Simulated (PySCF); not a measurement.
Radial density of Be³⁺ (beryllium, charge +3)

MN15, 1s1, 2S determinant. Calculation: PySCF 2.14, in cc-pVDZ; the non-relativistic Hamiltonian (point nucleus).

```tsv
r (bohr)	4πr²ρ (e/bohr)	4πr²(ρα − ρβ)
0.00835	0.01419	0.0142
0.0141	0.03853	0.0385
0.0236	0.1006	0.1006
0.0398	0.2511	0.2511
0.0669	0.5729	0.5729
0.112	1.137	1.1369
0.189	1.781	1.7812
0.318	1.909	1.9090
0.535	1.102	1.1020
0.900	0.2231	0.2231
1.51	0.005085	0.0051
2.55	0.0001887	0.0002
```

For one electron the Hartree and exchange-correlation energies should cancel; what remains is the self-interaction error.
